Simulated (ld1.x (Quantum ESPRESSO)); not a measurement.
# indium (In): variants of one TM potential

Base potential:

indium, norm-conserving Troullier–Martins (Kleinman–Bylander form), made with ld1.x (Quantum ESPRESSO) 7.5 (PBE, scalar-relativistic). Core [Kr], reference 4d10 5s2 5p0 (charge +1). Waves: 5p (bound, empty): rc 2.70 bohr; 4d (bound): rc 1.80 bohr; 5s (bound): rc 2.00 bohr. Local part: the s channel. Core correction: Bessel-smoothed model core inside 1.15 bohr.

Cutoffs, loose and tight: the cutoffs (Ry, on a coarse ladder) from which the occupation-weighted sum of valence levels, in a spherical-Bessel basis at the reference potential, stays within 10 and 1 mRy of its value at 400 Ry. They do not see the model core or the augmentation charge, which bear on the density cutoff. Test errors are all-electron minus pseudo excitation energies from the reference, over the configurations 4d10 5s2 5p1; 4d10 5s1 5p0; 4d10 5s0 5p0; 4d10 5s2 5p1.3; 4d10 5s0 5p3; 4d10 5s2 5p0.5; 4d9 5s2 5p2. A dash means not determined; rows that change the core or the reference have their own tests.

| change | outcome | cutoff, loose | cutoff, tight | bound ghosts | largest test error (meV) |
| --- | --- | --- | --- | --- | --- |
| base | generated | 70 Ry | 110 Ry | none | -332 |
| core correction none | generated | 70 Ry | 110 Ry | none | -282 |
| core correction Bessel-smoothed model core inside 0.92 bohr | generated | 70 Ry | 110 Ry | none | -331 |
| core correction Bessel-smoothed model core inside 1.02 bohr | generated | 70 Ry | 110 Ry | none | -331 |
| core correction Bessel-smoothed model core inside 1.32 bohr | generated | 70 Ry | 110 Ry | none | -331 |
| core correction Bessel-smoothed model core inside 1.68 bohr | generated | 70 Ry | 110 Ry | none | -323 |
| core correction Bessel-smoothed model core inside 1.90 bohr | generated | 70 Ry | 110 Ry | none | -313 |
| core correction Bessel-smoothed model core inside 2.08 bohr | generated | 70 Ry | 110 Ry | none | -305 |
